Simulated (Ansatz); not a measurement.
S-phenylthianthrenium trifluoroacetate (C₂₀H₁₃F₃O₂S₂) was relaxed with r2SCAN-D4 (def2-SVP) in Ansatz in these states: charge -1 doublet, neutral singlet. The geometries follow in no particular order.

Single mean-field runs in def2-SVP are fitted with def2-universal-jkfit.

A:

```tsv
atom	x (Å)	y (Å)	z (Å)
O1	-1.246	-1.209	-2.738
C2	-0.076	-1.025	-3.085
O3	0.897	-0.503	-2.479
C4	0.319	-1.492	-4.519
F5	0.727	-0.450	-5.285
F6	1.346	-2.375	-4.498
F7	-0.685	-2.089	-5.191
C8	3.769	2.032	0.960
C9	2.871	1.522	1.906
C10	1.629	1.016	1.520
C11	1.274	1.043	0.140
S12	-0.309	0.532	-0.381
C13	-1.397	1.222	0.903
C14	-1.109	2.492	1.417
C15	-2.052	3.167	2.204
C16	-3.296	2.574	2.454
C17	-3.587	1.308	1.951
C18	-2.634	0.608	1.174
S19	-3.153	-0.941	0.504
C20	-1.660	-1.871	0.345
C21	-1.758	-3.270	0.336
C22	-0.606	-4.047	0.212
C23	0.651	-3.429	0.096
C24	0.747	-2.039	0.081
C25	-0.404	-1.260	0.233
C26	2.188	1.524	-0.826
C27	3.419	2.013	-0.413
H28	4.739	2.428	1.278
H29	3.146	1.506	2.967
H30	0.940	0.589	2.252
H31	-0.151	2.956	1.170
H32	-1.816	4.156	2.608
H33	-4.046	3.099	3.055
H34	-4.554	0.836	2.152
H35	-2.740	-3.742	0.441
H36	-0.688	-5.138	0.198
H37	1.556	-4.036	-0.006
H38	1.705	-1.539	-0.090
H39	1.917	1.458	-1.882
H40	4.129	2.374	-1.164
```

B:

```xyz
40

O     2.552   -1.873   -0.816
C     1.697   -2.163   -1.650
O     0.490   -1.763   -1.730
C     2.057   -3.152   -2.788
F     1.297   -4.264   -2.705
F     1.831   -2.603   -3.997
F     3.338   -3.534   -2.750
C    -4.056   -0.159   -1.353
C    -3.378    0.962   -0.859
C    -2.087    0.829   -0.347
C    -1.490   -0.437   -0.342
S     0.150   -0.690    0.349
C    -0.123    0.068    2.009
C    -1.364    0.030    2.655
C    -1.458    0.377    4.005
C    -0.313    0.761    4.711
C     0.924    0.807    4.070
C     1.030    0.447    2.717
S     2.636    0.437    1.968
C     2.254    1.066    0.359
C     3.122    1.996   -0.229
C     2.874    2.465   -1.519
C     1.751    2.026   -2.228
C     0.878    1.100   -1.657
C     1.142    0.629   -0.370
C    -2.145   -1.563   -0.846
C    -3.442   -1.415   -1.346
H    -5.068   -0.050   -1.753
H    -3.856    1.945   -0.872
H    -1.551    1.697    0.050
H    -2.258   -0.285    2.111
H    -2.429    0.341    4.504
H    -0.385    1.037    5.767
H     1.821    1.127    4.608
H     3.990    2.345    0.337
H     3.563    3.184   -1.972
H     1.562    2.387   -3.242
H     0.034    0.698   -2.220
H    -1.625   -2.522   -0.881
H    -3.966   -2.287   -1.745
```

Task: Judge from the bond lengths which geometry belongs to which state (an estimate).

Result: A is the charge -1 doublet (S12–C25 1.896 Å, C11–S12 1.743 Å, S12–C13 1.819 Å); B is the neutral singlet (S12–C25 1.800 Å, C11–S12 1.797 Å, S12–C13 1.846 Å).

At r2SCAN-D4/def2-SVP the highest occupied level of the relaxed charge -1 doublet lies above zero (up to 0.54 eV). By energy differences its removal costs 0.87 eV (each at its own geometry, to the charge 0 singlet, at PBE0-D4/def2-TZVP).
